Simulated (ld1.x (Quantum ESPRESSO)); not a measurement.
**Which setting gave this result? (V, TM)**

Base potential:

V, norm-conserving Troullier–Martins (Kleinman–Bylander form), made with ld1.x (Quantum ESPRESSO) 7.5 (PBEsol, non-relativistic). Core [Ne], reference 3s2 3p6 3d3 4s2 4p0. Waves: 3s (bound): rc 1.40 bohr; 3d (bound): rc 1.20 bohr; 3p (bound): rc 1.25 bohr. Local part: the p channel. Core correction: none.

Occupied shells without a wave of their own: 4s. They enter only through the test configuration that unscreens the potential.

Cutoffs, loose and tight: the cutoffs (Ry, on a coarse ladder) from which the occupation-weighted sum of valence levels, in a spherical-Bessel basis at the reference potential, stays within 10 and 1 mRy of its value at 400 Ry. They do not see the model core or the augmentation charge, which bear on the density cutoff. Test errors are all-electron minus pseudo excitation energies from the reference, over the configurations 3s2 3p6 3d3 4s1 4p0; 3s2 3p6 3d3 4s0 4p0; 3s2 3p6 3d2 4s0 4p0; 3s2 3p6 3d3 4s0 4p1; 3s2 3p6 3d1 4s0 4p0; 3s2 3p6 3d4 4s0 4p0; 3s2 3p6 3d3.5 4s1.5 4p0; variants that change the core or the reference have their own tests.

Only the scale of all radii (base = 1) is moved:

| scale of all radii (base = 1) | cutoff, loose | cutoff, tight | bound ghosts | largest test error (meV) | median size of the test errors |
| --- | --- | --- | --- | --- | --- |
| 0.8 | 180 Ry | 200 Ry | none | -548 | 194.6 meV |
| 0.86 | 160 Ry | 180 Ry | none | -783 | 278.6 meV |
| 1 | 120 Ry | 140 Ry | none | -1611 | 580.1 meV |
| 1.2 | 90 Ry | 110 Ry | none | -3118 | 1148.3 meV |
| 1.26 | 90 Ry | 100 Ry | none | -3541 | 1318.8 meV |
| 1.37 | 80 Ry | 90 Ry | none | -4262 | 1621.3 meV |

One more run gave cutoff, loose: 110 Ry; cutoff, tight: 140 Ry; bound ghosts: none; largest test error (meV): -2017; median size of the test errors: 728.9 meV. Which value of the scale of all radii (base = 1) was used?

1.05. The median size of the test errors moves one way along this sweep, from 194.6 meV at 0.8 to 1621.3 meV at 1.37, which places the run between 1 and 1.2.
